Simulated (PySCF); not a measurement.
Si(OH)3(SeH) (H4O3SeSi), SMILES [SeH][Si](O)(O)O. Geometry: PBE0-D3(BJ)/def2-SVP. One conformer was computed; it need not be the lowest.

Computed equilibrium geometry at PBE0-D3(BJ)/def2-SVP (PySCF confirms it by a frequency run) as bond lengths and angles (one conformer of several):
Atoms: O1 Si2 O3 O4 Se5 H6 H7 H8 H9. Bonds (Å): O1–Si2 1.649, O1–H6 0.962, Si2–O3 1.646, Si2–O4 1.655, Si2–Se5 2.267, O3–H7 0.963, O4–H8 0.962, Se5–H9 1.472. Bond angles (°): Si2–O1–H6 115.5, O1–Si2–O3 107.6, O1–Si2–O4 104.7, O1–Si2–Se5 117.0, O3–Si2–O4 115.8, O3–Si2–Se5 102.2, O4–Si2–Se5 110.0, Si2–O3–H7 114.6, Si2–O4–H8 115.5, Si2–Se5–H9 92.4.
Charge 0, spin multiplicity 1.
